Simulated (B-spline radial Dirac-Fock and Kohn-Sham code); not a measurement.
**Compton profile of Tb⁵⁷⁺**

System: Tb⁵⁷⁺, 1s2 2s2 2p4.

Input file task.json (cfg lists n, l and occupation; rrms is the nuclear radius in fm):

```json
{"items": [{
  "Z": 65,
  "q": 57,
  "cfg": [[1, 0, 2], [2, 0, 2], [2, 1, 4]],
  "A": 159,
  "rrms": 5.06,
  "do": ["scatter"],
  "s": [0.0, 0.05, 0.1, 0.15, 0.2, 0.25, 0.3, 0.35, 0.4, 0.45, 0.5, 0.6, 0.7, 0.8, 0.9, 1.0, 1.1, 1.2, 1.4, 1.6, 1.8, 2.0, 2.5, 3.0, 3.5, 4.0, 5.0, 6.0],
  "pz": [0, 0.1, 0.14, 0.21, 0.3, 0.43, 0.63, 0.91, 1.3, 1.9, 2.7, 3.9, 5.7, 8.2, 12.0, 17.0, 25.0, 36.0, 51.0, 74.0, 110.0],
  "hv_scatter": [1000, 2000, 8047.8, 10000, 20000, 30000, 50000, 200000]
}]}
```

Command: `python xray_run.py task.json out`

Model: the impulse approximation on Dirac-Fock densities. Program: a B-spline atomic structure program. pz is in atomic units of momentum; subshell profiles are per electron, for a selection of subshells; open shells are spread over both j values by their weights.

| pz | J total | J 2s1/2 | J 2p1/2 | J 2p3/2 |
| --- | --- | --- | --- | --- |
| 0 | 0.1904 | 0.0409 | 0.0202 | 0.0217 |
| 0.91 | 0.1899 | 0.0406 | 0.0202 | 0.0217 |
| 1.3 | 0.1894 | 0.0404 | 0.0202 | 0.0217 |
| 1.9 | 0.1883 | 0.0399 | 0.0202 | 0.0217 |
| 2.7 | 0.1863 | 0.0389 | 0.0202 | 0.0217 |
| 3.9 | 0.1819 | 0.0369 | 0.0202 | 0.0216 |
| 5.7 | 0.1729 | 0.0328 | 0.0200 | 0.0215 |
| 8.2 | 0.1567 | 0.0260 | 0.0196 | 0.0209 |
| 12 | 0.1278 | 0.0159 | 0.0180 | 0.0189 |
| 17 | 0.09149 | 0.00667 | 0.0145 | 0.0146 |
| 25 | 0.05101 | 0.00160 | 0.00822 | 0.00765 |
| 36 | 0.02456 | 0.00109 | 0.00304 | 0.00250 |
| 51 | 0.01074 | 0.000826 | 0.000756 | 0.000527 |
| 74 | 0.003680 | 0.000322 | 0.000119 | 6.53e-05 |
| 110 | 0.0009178 | 7.44e-05 | 1.36e-05 | 5.27e-06 |

J(0) = 0.1904. The 2s1/2 subshell gives the largest part, 43 %.

Mean momentum ⟨p⟩ by subshell (a.u.): 1s1/2 64.1, 2s1/2 23.7, 2p1/2 31.2, 2p3/2 28.7.

Values without a named source are computed, but for edge energies of neutral atoms, which are taken from tables.
